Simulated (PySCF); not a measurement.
# UHF on He (helium, neutral)

Configuration: 1s1 2s1, high-spin 3S determinant (an excited configuration). Computed with PySCF 2.14 in dyall-acv3z (10s3p2d, 29 functions), with the spin-free X2C one-electron Hamiltonian (Gaussian nucleus).

```json
{
 "Total energy": "-2.171107 hartree",
 "One-electron energy": "-2.4560 hartree",
 "Hartree (Coulomb) energy": "1.0394 hartree",
 "Exchange energy": "-0.7545 hartree",
 "⟨S²⟩": "2.0000",
 "⟨L²⟩": "0.000",
 "Sum of ⟨r⟩": "4.745 bohr",
 "Sum of ⟨r²⟩": "18.81 bohr²",
 "Langevin diamagnetic susceptibility": "-14.9 ×10⁻⁶ cm³/mol"
}
```

```csv
shell,electrons,mean orbital energy (hartree),"rms radius, mean of both spins (bohr)"
1s α,1,-1.71520,0.865
2s α,1,-0.17103,4.25
```

The outer electron is Rydberg-like, and this basis confines it to a smaller radius and binds it less than a complete one would.
